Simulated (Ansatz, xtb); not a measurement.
## C4H2BrClS: which of two isomers lies lower

Structure a: `Clc1csc(Br)c1`, a singlet. Structure b: `Clc1cc(Br)cs1`, a singlet. Both are isolated molecules in the gas phase, relaxed with B3LYP/def2-SVP.

Quicker runs give these differences E(b) − E(a): GFN2-xTB −0.015 eV; HF/STO-3G +0.055 eV (at GFN2-xTB geometries); r2SCAN-D4/def2-SVP +0.001 eV (at GFN2-xTB geometries).

Estimate which is lower in electronic energy at CCSD(T)/def2-SVP + ΔMP2/def2-TZVPP, and by roughly how much.

CCSD(T)/def2-SVP + ΔMP2/def2-TZVPP gives E(b) − E(a) = +0.007 eV, slightly favouring structure a, which is too small a margin to settle the true order.

How the difference moves with the method:

```json
{"level": "GFN2-xTB", "geometry": "GFN2-xTB", "E(b) − E(a) (eV)": "−0.015", "departure from the last row (eV)": "−0.022", "job, with rough time for the two": "optimisation, 0.13 s"}
{"level": "HF/STO-3G", "geometry": "GFN2-xTB", "E(b) − E(a) (eV)": "+0.055", "departure from the last row (eV)": "+0.048", "job, with rough time for the two": "single point, 0.76 s"}
{"level": "r2SCAN-D4/def2-SVP", "geometry": "GFN2-xTB", "E(b) − E(a) (eV)": "+0.001", "departure from the last row (eV)": "−0.006", "job, with rough time for the two": "single point, 5.8 s"}
{"level": "B3LYP/def2-SVP", "geometry": "B3LYP/def2-SVP", "E(b) − E(a) (eV)": "+0.005", "departure from the last row (eV)": "−0.002", "job, with rough time for the two": "optimisation, 44 s"}
{"level": "HF/def2-SVP", "geometry": "B3LYP/def2-SVP", "E(b) − E(a) (eV)": "+0.010", "departure from the last row (eV)": "+0.003", "job, with rough time for the two": "part of the CCSD(T) run"}
{"level": "MP2/def2-SVP", "geometry": "B3LYP/def2-SVP", "E(b) − E(a) (eV)": "+0.007", "departure from the last row (eV)": "−0.001", "job, with rough time for the two": "part of the CCSD(T) run"}
{"level": "CCSD(T)/def2-SVP", "geometry": "B3LYP/def2-SVP", "E(b) − E(a) (eV)": "+0.005", "departure from the last row (eV)": "−0.002", "job, with rough time for the two": "single point"}
{"level": "CCSD(T)/def2-SVP + ΔMP2/def2-TZVPP", "geometry": "B3LYP/def2-SVP", "E(b) − E(a) (eV)": "+0.007", "departure from the last row (eV)": "", "job, with rough time for the two": "single point, 90 s"}
```

As drawn, both hold the same kinds of bond in the same numbers.

The largest departure from CCSD(T)/def2-SVP + ΔMP2/def2-TZVPP is that of HF/STO-3G, 0.048 eV. The last row adds to CCSD(T) the change of the MP2 difference between the two basis sets, here +0.002 eV.

With thermal terms from frequencies at re-optimised GFN2-xTB minima (ideal gas, soft modes damped towards free rotors, one conformer each, 298.15 K, 1 atm): on the last row, ΔE + ΔZPE = +0.007, ΔH = +0.006, ΔG = +0.007 eV.

The correlated steps freeze 23 core orbitals; the filled d shell of Br is correlated, in a basis made for valence electrons. Programs: Ansatz 0.2.0, xtb 6.7.1; the last row on 2 threads of Arm Neoverse V2 on a shared host.
